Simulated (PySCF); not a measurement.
AlH₂F, SMILES [F][AlH2]. Atoms are numbered in the order given.

```xyz
4

Al     0.0000     0.0000     0.5617
H      0.0000     1.4011     1.2773
H      0.0000    -1.4011     1.2773
F      0.0000     0.0000    -1.0951
```
Charge 0, spin multiplicity 1.

The structure is a stationary point at TPSSh-D3(BJ)/def2-TZVP.

Method: PBE0/def2-TZVPD in PySCF.

Symmetry labels are those of the subgroup C2v that the program uses (full group C2v).

Computed valence orbital energies around the gap with their symmetry:
```
orbital  symmetry  energy (eV)
-------  --------  -----------
HOMO−7         A1       -74.24
HOMO−6         B2       -74.18
HOMO−5         A1       -31.96
HOMO−4         A1       -13.21
HOMO−3         B2       -11.60
HOMO−2         B1       -11.58
HOMO−1         A1       -10.76
HOMO           B2        -8.82
LUMO           B1        -1.41
LUMO+1         A1        -0.10
LUMO+2         A1         0.59
LUMO+3         A1         0.67
```
